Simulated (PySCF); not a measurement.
CH3FSe, SMILES [Se](F)C. Geometry optimised at PBE0-D3(BJ)/def2-TZVP.

The numbers are results of PBE0-D3(BJ)/def2-TZVP run with PySCF, not measurements.

Harmonic wavenumbers (cm⁻¹): 158, 231, 621, 670, 897, 921, 1302, 1431, 1466, 3060, 3155, 3180. Rotational constants (GHz): 12.75, 7.420, 4.837; symmetry number 1.

### Question
Work out the zero-point energy and the ideal-gas rigid-rotor harmonic-oscillator thermochemistry at 298.15 K and 1 atm.

### Answer
ZPE = ½ Σ hcν = ½ × 17093 cm⁻¹ = 24.44 kcal/mol. H − E(el) = 27.77 kcal/mol. Entropy in cal/(mol K): translation 40.08, rotation 24.07, vibration 5.53, total 69.68. G − E(el) = 7.00 kcal/mol. Cp = 14.81 cal/(mol K).
